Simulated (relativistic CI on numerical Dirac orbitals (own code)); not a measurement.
L2,3 absorption of cobalt in several valence states

Computed multiplet spectra 2p⁶3dⁿ → 2p⁵3dⁿ⁺¹ (Dirac-Coulomb-Breit ions, Slater integrals scaled by 0.8, an assumed crystal field that grows with the charge, no charge transfer; 300 K; Lorentzian 0.4 eV and Gaussian 0.3 eV FWHM at both edges, so that L2 comes out sharper than in experiment). Peaks over 5 % are given in eV from the highest peak in the L3 region of each spectrum (height, largest 100). S of the lowest state is read from ⟨S²⟩, and the branching ratio is the share of L3, cut at the minimum between the edges.

Field parameters in Wybourne normalisation: Oh B⁴₀ = 21Dq, B⁴₄ = √(5/14) B⁴₀. The field is a parameter set, without covalency.

- Co2+ (d7, Oh, 10Dq = 9100 cm⁻¹): S = 1.50, high spin, branching ratio 0.82; peaks -3.1 (53), -1.8 (92), -1.1 (93), 0.0 (100), 13.6 (28), 14.3 (32), 16.1 (6), 16.5 (6)
- Co3+ (d6, Oh, 10Dq = 11750 cm⁻¹): S = 2.00, high spin, branching ratio 0.78; peaks -2.4 (19), -1.4 (26), 0.0 (100), 1.3 (53), 3.2 (20), 13.6 (10), 15.1 (34), 18.6 (8)
- Co4+ (d5, Oh, 10Dq = 14400 cm⁻¹): S = 2.50, high spin, branching ratio 0.77; peaks -2.0 (27), 0.0 (100), 1.8 (29), 3.6 (7), 4.4 (10), 5.4 (6), 13.7 (15), 15.9 (19), 16.9 (14), 17.4 (17)
- Co5+ (d4, Oh, 10Dq = 17050 cm⁻¹): S = 1.99, high spin, branching ratio 0.66; peaks -2.3 (39), -1.4 (38), 0.0 (100), 2.0 (65), 3.9 (29), 10.1 (22), 11.8 (34), 12.4 (29), 13.1 (20), 15.2 (27), 16.3 (42), 17.6 (16)

The centroid of the whole edge, which also moves with the branching ratio, lies at 783.7 (Co2+), 787.1 (Co3+), 791.2 (Co4+), 796.2 (Co5+) eV in this ionic model, in steps of 3.4 to 5.0 eV. Compounds show about 1 to 2 eV a unit and lower energies for the high valences, since ligands screen the charge. The multiplet shape follows the d count and the spin state, and so serves as a fingerprint of valence. Real compounds of Co3+, Co4+, Co5+ are mostly low spin, since covalency shrinks the Slater integrals more than this scale does.
